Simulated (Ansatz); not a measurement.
H7P3Sn, SMILES [PH2][SnH]([PH2])[PH2].

The structure is a stationary point at B3LYP-D3(BJ)/def2-SVP. The structure was generated by enumeration; whether it is a known compound was not checked. The def2 effective core potentials stand for the cores of Sn; spin–orbit coupling is left out. Other conformers were not sampled.

Two levels are set side by side: PBE/def2-SVPD (Ansatz, a quantum-chemistry and plane-wave program) and CAM-B3LYP/def2-SVPD (Ansatz). Energy differences of separate SCF runs at the same geometry. Differences are taken from unrounded values.

```json
[
 {"quantity": "vertical singlet–triplet gap (eV)", "PBE": "3.92"}
]
```

Problem. These are the PBE values. What does CAM-B3LYP give? (An estimate is asked for; the answer gives what the named calculation found.)

Solution. 
```tsv
quantity	CAM-B3LYP	PBE minus CAM-B3LYP
vertical singlet–triplet gap (eV)	4.39	-0.48
```
